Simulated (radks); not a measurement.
The europium ion Eu+, [Xe] 4f7 6s1. Calculated with a radial shooting solver on a logarithmic mesh with Libxc functionals: non-relativistic Kohn-Sham, r2SCAN, spin-polarised, spherical densities, point nucleus; meta-GGA in the generalised Kohn-Sham scheme. Every spin shell is full or empty, so the densities are truly spherical. Functionals are evaluated on that one density, not self-consistently. Rank these orbital-free kinetic functionals by their error against the exact value of the orbitals, and give that value: Thomas-Fermi, von Weizsacker, TF + vW/9, TF + vW/5, LC94, APBEK, revAPBEK, Perdew 92, Pearson, LKT, PG1, DePristo-Kress, Ernzerhof.

Answer. Exact: 10423.7 hartree. From best to worst, with 100 (|E| - |E exact|)/|E exact| (equal figures are ties): LC94 0.00, APBEK +0.04, DePristo-Kress -0.19, revAPBEK +0.20, Ernzerhof -0.49, Perdew 92 -0.72, TF + vW/9 -0.73, Pearson -0.92, TF + vW/5 +2.70, Thomas-Fermi -5.01, PG1 +13.68, LKT +17.50, von Weizsacker -61.49.
